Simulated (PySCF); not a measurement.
Bonds (- single, = double, # triple, : aromatic): C1#C2 1.207 Å, C2-C3 1.352 Å, C3#C4 1.217 Å, C4-C5 1.344 Å, C5#C6 1.215 Å, C6-C7 1.359 Å, C7#N8 1.157 Å. C1 carries H9.

Calculated, not measured (PySCF): NMR shieldings at B97-2/pcSseg-2/GIAO, geometry: PBE0-D3(BJ)/def2-TZVP. Single conformer, in vacuum, non-relativistic Hamiltonian.

Scale: 13C (185.38 ppm) and 1H (31.64 ppm) against TMS; 15N (261.75 ppm) vs NH3 (reference shieldings calculated alike).

```json
{"atoms": "C3", "nucleus": "13C", "count": "1", "δ (ppm)": "?"}
{"atoms": "C5", "nucleus": "13C", "count": "1", "δ (ppm)": "70.1"}
{"atoms": "C6", "nucleus": "13C", "count": "1", "δ (ppm)": "52.1"}
{"atoms": "N8", "nucleus": "15N", "count": "1", "δ (ppm)": "298.7"}
{"atoms": "C2", "nucleus": "13C", "count": "1", "δ (ppm)": "72.4"}
{"atoms": "C1", "nucleus": "13C", "count": "1", "δ (ppm)": "?"}
{"atoms": "C7", "nucleus": "13C", "count": "1", "δ (ppm)": "112.1"}
{"atoms": "C4", "nucleus": "13C", "count": "1", "δ (ppm)": "?"}
{"atoms": "H9", "nucleus": "1H", "count": "1", "δ (ppm)": "1.45"}
```

Complete the table.

## Answers


- C1: 71.8 ppm, terminal alkyne carbon; the triple bond shields along its axis, which puts it between sp3 and sp2 carbons
- C3: 68.5 ppm, alkyne carbon; sp carbons lie upfield of alkene carbons because the cylindrical π system leaves one tensor component strongly shielded
- C4: 63.1 ppm, alkyne carbon; the triple bond shields along its axis, which puts it between sp3 and sp2 carbons

Shifts are as computed. Against solution values, carbons near 30 ppm lie about +3 ppm off and those near 130 ppm about +7 ppm. Of 1211 compounds with measured shifts, 218 miss one by over three times the rms of a fit or turn the order of signals round; such compounds aren't used in these exercises. Experimental scales use liquid or dissolved standards, which lie at an offset from isolated NH3 (liquid NH3: subtract about 20 ppm). Unscaled 15N shifts of sp2 nitrogen come out 20 to 40 ppm too high even then.
